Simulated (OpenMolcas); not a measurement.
Computed levels of 5s2 5p2 in ions with 50 electrons, in cm-1 above 3P0.

```yaml
Program: OpenMolcas 26.06
Method: CASSCF
Basis: ANO-RCC-VTZP
Scalar_Hamiltonian: DKH2, point nucleus
Spin-orbit_coupling: state interaction with AMFI integrals over the reference wave functions, term energies averaged over their components
```

Active space for each ion: 4 electrons in 4 orbitals (5s 5p).

| Level | Sb+ | Te2+ | Xe4+ |
| --- | --- | --- | --- |
| 3P1 | 2655 | 4143 | 7983 |
| 3P2 | 5317 | 7757 | 13441 |
| 1D2 | 14489 | 18620 | 28371 |
| 1S0 | 23546 | 29454 | 42362 |

Task: Estimate 3P2, 1D2, 1S0 for I3+ from its neighbours Te2+ and Xe4+.

Result: 3P2 is fine structure, which grows about as the fourth power of a screened charge, so the fourth roots are averaged: ((7757^0.25 + 13441^0.25) / 2)^4 = 10308. The calculation gives 10601, so the estimate is off by -2.8 %.
1D2 is another term, which grows about linearly with the charge: (18620 + 28371) / 2 = 23496. The calculation gives 23362, so the estimate is off by +0.6 %.
1S0 is another term, which grows about linearly with the charge: (29454 + 42362) / 2 = 35908. The calculation gives 35726, so the estimate is off by +0.5 %.

Terms from blocks run as CI alone lack orbitals of their own. Some high roots are left out of the spin-orbit mixing, which shifts the levels that they would mix with (holds for Sb+). Only configurations of the active space appear.
